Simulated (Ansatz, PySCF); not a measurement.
PySCF was given this input:
```python
from pyscf import gto, scf, dft

mol = gto.Mole()
mol.atom = '''
    C    -0.362900    0.007400    0.017200
    O     0.906800   -0.437700   -0.394800
    H    -0.496800   -0.095100    1.099400
    H    -1.089800   -0.623700   -0.490200
    H    -0.538300    1.050700   -0.266200
    H     1.581000    0.098500    0.034600
'''
mol.basis = 'def2-svp'
mol.charge = -1
mol.spin = 1
mol.verbose = 4
mol.build()

mf = dft.UKS(mol)
mf.xc = 'wb97m_v'
mf.grids.atom_grid = (99, 590)
mf.grids.prune = None
mf.kernel()
```

Problem. Give the equivalent Ansatz (a quantum-chemistry and plane-wave program) input.

Solution. Several could match; the one computed here: 
Ansatz 0.2 input:
```yaml
crystal:
  periodic: [false, false, false]
  atoms:
    - {symbol: C, position_ang: [-0.36290000, 0.00740000, 0.01720000]}
    - {symbol: O, position_ang: [0.90680000, -0.43770000, -0.39480000]}
    - {symbol: H, position_ang: [-0.49680000, -0.09510000, 1.09940000]}
    - {symbol: H, position_ang: [-1.08980000, -0.62370000, -0.49020000]}
    - {symbol: H, position_ang: [-0.53830000, 1.05070000, -0.26620000]}
    - {symbol: H, position_ang: [1.58100000, 0.09850000, 0.03460000]}
basis:
  gaussian:
    orbitals: def2-SVP
hamiltonian:
  xc: {name: wB97M-V}
total_charge: -1
magnetization: {spin_polarized: true, initial_magnetization: 1}
accuracy: high
```

Both were run: PySCF gave -115.426102 Eh and Ansatz -115.426102 Eh, 0.000 mEh apart.
